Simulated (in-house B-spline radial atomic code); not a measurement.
## Two electrons outside the [Ar] 3d10 4s2 4p6 core: Tc5+

Computed with a B-spline radial code for spherical atoms: configuration interaction (CI) of the two valence electrons in the field of the frozen Dirac-Fock core, alone and with many-body perturbation theory for the core (screened one- and two-electron correlation potentials), Breit and QED terms; no-pair Dirac Hamiltonian, finite nucleus. Labels give the configuration (outer n counted up each series) and the leading LS term, or the jj pair where no LS term holds 70 %.

The lowest nd levels tend to come out too strongly bound in this method, by some 0.05 to 0.2 eV for each d electron where measurements exist, which shifts their lines and rates.

Command:
```bash
python run_mb.py task.json out
```
Settings (nuclear radius in fm, box in bohr, cutoff in hartree):
```
basis_form          3
Z                   43
core_configuration  [Ar] 3d10 4s2 4p6
rms_radius          4.41117
mass_number         97
speed_of_light      137.036
box_radius          12.857
lmax                6
intervals           63
virtual_cutoff      3698.0
```

Time taken, with all properties: 3.2 min on 1 thread of Arm Neoverse N1, on a shared host.

Excitation energies (cm⁻¹):

```tsv
level	purity of the LS term	CI alone	CI + MBPT + Breit + QED	Landé g of the LS mixture
4d2 3F2	0.979	0	0	0.67
4d2 3F3	1.0	2016	2139	1.08
4d2 3F4	0.993	4277	4516	1.25
4d2 1D2	0.725	12192	12660	1.12
4d2 3P0	0.991	13631	13551	-
4d2 3P1	1.0	14487	14449	1.50
4d2 3P2	0.742	16444	16720	1.37
4d2 1G4	0.993	20370	19170	1.00
4d2 1S0	0.991	41766	45421	-
4d5s 3D1	1.0	131022	140059	0.50
4d5s 3D2	0.942	?	?	?
4d5s 3D3	1.0	134157	143338	1.33
4d5s 1D2	0.942	138507	147953	1.01
4d5p (3/2,1/2)°2	0.545 (1D)	192991	204432	0.88
4d5p 3D°1	0.933	195005	206416	0.54
4d5p (5/2,1/2)°2	0.68 (3D)	197067	208498	1.12
4d5p (5/2,1/2)°3	0.548 (3F)	197824	209674	1.19
4d5p (3/2,3/2)°2	0.512 (3F)	?	?	?
4d5p (3/2,3/2)°3	0.525 (3D)	200242	212140	1.21
4d5p 3F°4	1.0	202725	215062	1.25
```

Q: Where does 4d5p (3/2,3/2)°2 lie?

A: 198092 cm⁻¹ in CI alone and 209907 cm⁻¹ with all corrections; g = 0.87.

Q: Where does 4d5s 3D2 lie?

A: 131877 cm⁻¹ in CI alone and 140965 cm⁻¹ with all corrections; g = 1.16.

Q: What is the first ionisation energy?

A: 73.305 eV to the 4d3/2 state of the next ion (71.114 eV from CI alone). NIST lists 72 ± 2 eV (tabulated theory).

Some electric-dipole lines (reduced elements in atomic units, length form; vacuum wavelengths from the computed energies):

```csv
upper,lower,D bare (size),D with core polarisation (size),λ (nm),A (s⁻¹)
"4d5p (3/2,1/2)°2",4d2 3F2,0.869,0.803,48.916,2.2e+09
"4d5p (3/2,1/2)°2",4d2 3F3,0.079,0.075,49.433,1.9e+07
4d5p 3D°1,4d2 3F2,1.25,1.16,48.446,8e+09
"4d5p (5/2,1/2)°2",4d2 3F2,0.637,0.59,47.962,1.3e+09
"4d5p (5/2,1/2)°2",4d2 3F3,1.18,1.1,48.459,4.3e+09
"4d5p (5/2,1/2)°3",4d2 3F2,0.297,0.274,47.693,2e+08
"4d5p (5/2,1/2)°3",4d2 3F3,1.18,1.09,48.185,3.1e+09
"4d5p (5/2,1/2)°3",4d2 3F4,0.988,0.919,48.743,2.1e+09
"4d5p (3/2,3/2)°3",4d2 3F2,0.17,0.158,47.139,6.9e+07
"4d5p (3/2,3/2)°3",4d2 3F3,0.35,0.324,47.619,2.8e+08
```

Weak lines are less accurate than strong ones.
